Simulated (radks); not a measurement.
Results of a calculation; reference values are marked as such.
Charge is removed step by step from the 2s level of neutral magnesium, starting from [Ne] 3s2. Level of theory: scalar-relativistic Kohn-Sham, SCAN, spin-unpolarised, spherical densities, finite nucleus; meta-GGA in the generalised Kohn-Sham scheme; Fermi nuclear charge, rms radius 3.057 fm (a radial shooting solver on a logarithmic mesh with Libxc functionals).

\begin{tabular}{lrr}
removed (e) & E - E(0) (eV) & eigenvalue (eV) \\ \hline
0 & 0.000 & -83.093 \\
0.125 & 10.561 & -85.882 \\
0.25 & 21.471 & -88.729 \\
0.375 & 32.741 & -91.635 \\
0.625 & 56.388 & -97.594 \\
0.875 & 81.549 & -103.73 \\
\end{tabular}

The mean slope of the eigenvalue, de/dn, is 23.6 eV per electron.
